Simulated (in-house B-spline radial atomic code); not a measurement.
Orbital energies and mean radii along the 49-electron series, configuration [Kr] 4d10 4f3. The effective charge is n√(-2ε), a non-relativistic measure. Computed with a B-spline radial code for spherical atoms: non-relativistic Hartree-Fock, average of the configuration, point nuclei.

This level leaves out relativity, spin-orbit splitting included, which matters for heavy ions.

| ion | Z | energy of 3d (Eh) | mean radius of 3d (bohr) | energy of 3s (Eh) | mean radius of 3s (bohr) | energy of 4f (Eh) | mean radius of 4f (bohr) | effective charge of 3d |
| --- | --- | --- | --- | --- | --- | --- | --- | --- |
| Gd15+ | 64 | -57.565 | 0.22149 | -75.678 | 0.25932 | -11.695 | 0.63725 | 32.19 |
| Tb16+ | 65 | -61.189 | 0.21694 | -79.718 | 0.25457 | -13.125 | 0.60954 | 33.187 |
| Dy17+ | 66 | -64.931 | 0.21258 | -83.875 | 0.24997 | -14.623 | 0.58464 | 34.187 |
| Ho18+ | 67 | -68.788 | 0.20839 | -88.149 | 0.24554 | -16.189 | 0.56209 | 35.188 |
| Er19+ | 68 | -72.76 | 0.20436 | -92.539 | 0.24126 | -17.822 | 0.54154 | 36.19 |
| Tm20+ | 69 | -76.848 | 0.20048 | -97.045 | 0.23712 | -19.521 | 0.52269 | 37.192 |
| Yb21+ | 70 | -81.05 | 0.19675 | -101.67 | 0.23311 | -21.287 | 0.50532 | 38.196 |
| Lu22+ | 71 | -85.367 | 0.19315 | -106.4 | 0.22924 | -23.119 | 0.48925 | 39.2 |
| Hf23+ | 72 | -89.798 | 0.18968 | -111.25 | 0.22549 | -25.016 | 0.47431 | 40.204 |
| Ta24+ | 73 | -94.342 | 0.18633 | -116.22 | 0.22186 | -26.979 | 0.46037 | 41.209 |
| W25+ | 74 | -99 | 0.1831 | -121.3 | 0.21834 | -29.007 | 0.44734 | 42.214 |
| Re26+ | 75 | -103.77 | 0.17997 | -126.49 | 0.21493 | -31.1 | 0.43511 | 43.219 |
| Os27+ | 76 | -108.66 | 0.17695 | -131.8 | 0.21162 | -33.258 | 0.42361 | 44.225 |
| Ir28+ | 77 | -113.65 | 0.17403 | -137.22 | 0.20841 | -35.48 | 0.41276 | 45.23 |
| Pt29+ | 78 | -118.77 | 0.1712 | -142.75 | 0.2053 | -37.767 | 0.40252 | 46.236 |
| Au30+ | 79 | -123.99 | 0.16847 | -148.4 | 0.20227 | -40.118 | 0.39282 | 47.242 |
| Hg31+ | 80 | -129.33 | 0.16582 | -154.16 | 0.19933 | -42.533 | 0.38362 | 48.248 |

Q: How does the screening of 3d change?

A: Z less the effective charge goes from 31.81 at Z = 64 to 31.75 at Z = 80.
